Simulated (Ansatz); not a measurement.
Harmonic frequencies (cm⁻¹) at PBE0-D4/def2-TZVP from Ansatz: 41, 92, 271, 325, 410, 434, 461, 503, 577, 728, 862, 934, 938, 1981, 2207, 2218, 2221, 2716.

Each molecule was computed in one conformer, which needn't be the lowest.

(1) Which molecule is it?
A. `C=C1CO1`
B. `S[SiH2][GaH2]`
C. `[SiH3][SiH]1[AlH][S]1`
D. `[SiH3][GaH][SH]`

## Answers

(1) D.
